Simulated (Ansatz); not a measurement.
`[OH][Sn]([F])[Br]`• → Br• + F• + H• + O• + Sn•  (atomization)

Program: Ansatz. Geometries: PBE0-D4/def2-TZVP. ΔE: electronic, gas phase. CCSD(T)/CBS adds triple-zeta CCSD(T) − MP2 to the extrapolated MP2 energy (def2 sets, frozen cores). This one scheme is used for every species, atoms too. DFT in def2-TZVPP. B3LYP here is the variant with VWN-RPA as its local correlation; programs differ in this. Open shells (•) are unrestricted, without spin–orbit coupling. Spin–orbit coupling would lower the free atoms: a little for F, O; clearly for Br; strongly for Sn. def2 core potentials past Kr. Bonds to Br, Sn are less sure, by a few kJ/mol each and by 10 to 20 or more in all where they break to atoms, as the def2 sets lack core-valence functions. Scalar relativity is left out up to krypton. One conformer a species, not always the lowest.

`[OH][Sn]([F])[Br]`•:

Z-matrix (Å, degrees):
```
Sn
O 1 1.960
Br 1 2.500 2 110.4
F 1 1.915 2 101.1 3 -113.8
H 2 0.963 1 113.2 3 -51.3
```

Q: What is ΔE at CCSD(T)/CBS? (Estimate.)

A: Computed: +1509.9 kJ/mol.

Q: What do these levels give: PBE-D4, B3LYP-D4, ωB97M-V, PBE, PBE0, B3LYP, MP2/def2-TZVPP, HF/def2-QZVPP, MP2/def2-QZVPP, SCS-MP2/def2-QZVPP, HF/CBS(def2), CCSD/CBS(def2)? (An estimate is asked.)

A: Ansatz gave: PBE-D4 1548.6, B3LYP-D4 1471.0, ωB97M-V 1474.6, PBE 1536.7, PBE0 1456.4, B3LYP 1451.4, MP2/def2-TZVPP 1490.8, HF/def2-QZVPP 938.1, MP2/def2-QZVPP 1540.8, SCS-MP2/def2-QZVPP 1499.2, HF/CBS(def2) 939.5, CCSD/CBS(def2) 1466.3 kJ/mol.

Largest T1 diagnostic among the species: 0.016.

In def2-TZVPP, CCSD(T) changes the Hartree–Fock value by +500.8 kJ/mol (the triples alone add +43.6 kJ/mol) and MP2 by +562.7 kJ/mol; breaking electron pairs costs correlation energy, which Hartree–Fock lacks. The D4 term adds +19.6 kJ/mol with B3LYP and +10.2 kJ/mol with PBE0; it sums over pairs of atoms, weighted by their polarisabilities, and B3LYP, whose exchange is more repulsive, gets the larger term.

For atomizations the MP2-based limit and the directly extrapolated one differ by several kJ/mol either way, and by 10 to 25 for some Ge, Se and Sn compounds, so smaller differences from it don't rank the levels.
